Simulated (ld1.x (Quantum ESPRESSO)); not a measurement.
## Transferability test, TM potential for Ta (Z = 73)

tantalum, norm-conserving Troullier–Martins (Kleinman–Bylander form), made with ld1.x (Quantum ESPRESSO) 7.5 (PBEsol, fully relativistic). Core [Xe] 4f14, reference 5d3.5 6s1.5 6p0. Waves: 6s (bound): rc 3.34 bohr; 6p (bound, empty): rc 2.70 bohr; 5d (bound): rc 1.70 bohr. Local part: all-electron potential smoothed inside 2.65 bohr (lloc = -1). Core correction: Bessel-smoothed model core inside 1.35 bohr.

Open shells are filled in proportion to 2j + 1 (rel_dist='average').

Energies are relative to the spin-unpolarised reference configuration 5d3.5 6s1.5 6p0; without spin polarisation the order of configurations can differ from experiment.

```tsv
valence configuration	charge	ΔE all-electron (eV)	error AE − PS (meV)
5d3 6s1 6p0	+1	7.522	+3.9
5d3 6s0 6p2	0	7.604	-19
5d3 6s0 6p1	+1	12.603	+1.0
5d4 6s1 6p0	0	1.105	-5.9
5d2 6s2 6p1	0	2.008	-1.4
```

Problem. What are ΔE and the potential's error for 5d3 6s0 6p0?

Solution. ΔE = 22.500 eV all-electron; the error (AE − PS) is -52 meV.

Problem. What are ΔE and the potential's error for 5d3 6s2 6p0?

Solution. ΔE = -0.987 eV all-electron; the error (AE − PS) is -4.9 meV.

Levels in the configuration 5d3 6s1 6p0:

```
   level  all-electron (eV)  pseudo (eV)
5d j=3/2            -10.921      -10.906
5d j=5/2            -10.279      -10.265
6s j=1/2            -11.658      -11.662
```
